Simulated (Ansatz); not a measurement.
Total energies of CH$_{6}$S$_{2}$Si, SMILES `CS[SiH2]S`.

Cartesian coordinates in Å:
```
C -1.430 -0.696 -0.662
S -1.180 0.475 0.703
Si 0.909 0.267 0.985
S 2.061 0.714 -0.760
H -0.778 -0.453 -1.500
H -2.469 -0.598 -0.974
H -1.251 -1.720 -0.333
H 1.299 -1.134 1.286
H 1.229 1.170 2.116
H 1.609 1.975 -0.862
```

The species carries charge 0 and has multiplicity 1. Geometry: relaxed with PBE0-D4/def2-TZVP. It is one conformer, not always the lowest. Basis def2-TZVPP, Ansatz.

RPA on PBE orbitals: Hartree–Fock energy of these orbitals -1125.40990 Eh, correlation -1.15434 Eh (frozen core).

```
             functional  energy without D4 (Eh)  D4 term (kJ/mol)
                    PBE             -1127.14281             -25.6
                 revPBE             -1127.47885             -70.6
                 r2SCAN             -1127.59199              -6.1
                 B97M-V             -1127.42399                 –
                  B3LYP             -1127.75782             -41.6
                r2SCAN0             -1127.57740              -7.3
HSE06 (plane-wave form)             -1127.22359             -20.5
                  BHLYP             -1127.66559             -34.0
                LC-ωPBE             -1127.35623                 –
               PBE-QIDH             -1126.98766                 –
```

(1) Give the same for LDA (SPW92), BLYP, PBE0, r2SCANh, CAM-B3LYP, ωB97X-V, ωB97M-V, B2PLYP. (Best estimate.)

B3LYP takes the VWN-RPA correlation (the form of Gaussian; ORCA's B3LYP/G). HSE06 is the plane-wave form, built on full-range PBE exchange. The double hybrids freeze the cores in their second-order part.

Answers

(1) Computed: 
```json
{"functional": "LDA (SPW92)", "energy without D4 (Eh)": "-1123.38959", "D4 term (kJ/mol)": "–"}
{"functional": "BLYP", "energy without D4 (Eh)": "-1127.65577", "D4 term (kJ/mol)": "-55.4"}
{"functional": "PBE0", "energy without D4 (Eh)": "-1127.24776", "D4 term (kJ/mol)": "-21.8"}
{"functional": "r2SCANh", "energy without D4 (Eh)": "-1127.58576", "D4 term (kJ/mol)": "-6.6"}
{"functional": "CAM-B3LYP", "energy without D4 (Eh)": "-1127.69644", "D4 term (kJ/mol)": "-22.5"}
{"functional": "ωB97X-V", "energy without D4 (Eh)": "-1127.52141", "D4 term (kJ/mol)": "–"}
{"functional": "ωB97M-V", "energy without D4 (Eh)": "-1127.60125", "D4 term (kJ/mol)": "–"}
{"functional": "B2PLYP", "energy without D4 (Eh)": "-1127.28027", "D4 term (kJ/mol)": "–"}
```

LC-ωPBE has ω = 0.4 bohr⁻¹.
